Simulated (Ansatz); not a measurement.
Ansatz results at the PBE0-D4/def2-TZVP geometry: LUMO energy (ωB97M-V/def2-TZVPP) 0.11 eV; HOMO energy (PBE0/def2-TZVPP) -8.12 eV; HOMO–LUMO gap (PBE0/def2-TZVPP) 6.52 eV.

Each molecule was computed in one conformer, which needn't be the lowest.

Task: Which molecule gave them?
A. `[OH][Ag-][P+](F)(F)F`
B. `FP(F)(F)(F)F`
C. `C=CC(=O)Cl`
D. `F[P+](F)(F)[Au-][Cl]`

Result: D. The others give `C=CC(=O)Cl`: -0.14, -8.59, 6.25; `FP(F)(F)(F)F`: 2.80, -12.10, 12.76; `[OH][Ag-][P+](F)(F)F`: 0.18, -6.95, 5.39.
